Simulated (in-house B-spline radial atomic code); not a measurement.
# The technetium ion Tc²⁺: [Kr] 4d5

Level of theory: Dirac-Kohn-Sham BHandHLYP, spherical fractional occupations, Fermi nucleus of rms radius 4.41117 fm; calculated with a radial B-spline atomic code at the basis-set limit.

Z_r = [3n² - l(l+1)]/(2<r>); Z_e = n√(-2ε); the last column is Slater's effective charge. Values are occupation-weighted means over j. An effective charge above Z reflects the relativistic contraction of the inner shells.

```tsv
shell	electrons	ε (eV)	<r> (bohr)	Z_r	Z_e	Slater
1s	2	-21036	0.03428	43.76	39.32	42.70
2s	2	-3055.1	0.1491	40.24	29.97	38.85
2p	6	-2734.8	0.1302	38.39	28.36	38.85
3s	2	-563.61	0.4139	32.62	19.31	31.75
3p	6	-456.74	0.415	30.12	17.38	31.75
3d	10	-282.94	0.3984	26.36	13.68	21.85
4s	2	-99.257	1.06	22.65	10.80	15.25
4p	6	-68.429	1.17	19.65	8.97	15.25
4d	5	-22.639	1.647	12.75	5.16	5.60
```

The least bound orbital is 4d5/2 at -22.52 eV, and it is also the most diffuse (<r> = 1.654 bohr).

Spin-orbit splittings of the orbital energies (j = l + 1/2 above j = l - 1/2 when positive): 2p 118.7 eV, 3p 20.21 eV, 3d 3.861 eV, 4p 3.068 eV, 4d 0.2935 eV.

For the 1s electron the small component carries 2.46 % of the norm, the zero-frequency Breit interaction raises the level by 41.74 eV, self-energy by 22.93 eV, and vacuum polarisation lowers it by 2.694 eV.

Caution: exact exchange at fractional occupations of open shells leaves self-interaction of up to several eV.
